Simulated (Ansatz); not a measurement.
`N[SiH](N)[SiH3]` + `BO` → `BO[SiH](N)[SiH3]` + NH₃  (ligand exchange at the Si–N bond)

Program: Ansatz. Geometries: PBE0-D4/def2-TZVP. ΔE: electronic, gas phase. CCSD(T)/CBS adds triple-zeta CCSD(T) − MP2 to the extrapolated MP2 energy (def2 sets, frozen cores). This one scheme is used for every species. DFT in def2-TZVPP. B3LYP here is the variant with VWN-RPA as its local correlation; programs differ in this. One conformer a species, not always the lowest.

```
             level  ΔE (kJ/mol)  difference from CCSD(T)/CBS
            PBE-D4        -37.9                          7.1
         r2SCAN-D4        -42.5                          2.5
           PBE0-D4        -39.8                          5.2
          B3LYP-D4        -44.7                          0.3
           ωB97X-V        -44.0                          1.0
           ωB97M-V        -43.8                          1.2
            B2PLYP        -43.3                          1.7
               PBE        -35.6                          9.4
            r2SCAN        -41.8                          3.2
              PBE0        -37.7                          7.3
             B3LYP        -41.1                          3.9
     HF/def2-TZVPP        -47.6                         -2.6
    MP2/def2-TZVPP        -44.7                          0.3
SCS-MP2/def2-TZVPP        -45.5                         -0.5
   CCSD/def2-TZVPP        -45.2                         -0.2
CCSD(T)/def2-TZVPP        -45.2                         -0.2
     HF/def2-QZVPP        -48.3                         -3.3
    MP2/def2-QZVPP        -44.8                          0.2
SCS-MP2/def2-QZVPP        -45.4                         -0.4
      HF/CBS(def2)        -48.4                         -3.4
     MP2/CBS(def2)        -44.4                          0.6
    CCSD/CBS(def2)        -44.9                          0.1
       CCSD(T)/CBS        -45.0                            0
```

Largest T1 diagnostic among the species: 0.014.

The D4 term adds −3.6 kJ/mol with B3LYP and −2.2 kJ/mol with PBE0; it sums over pairs of atoms, weighted by their polarisabilities, and B3LYP, whose exchange is more repulsive, gets the larger term.
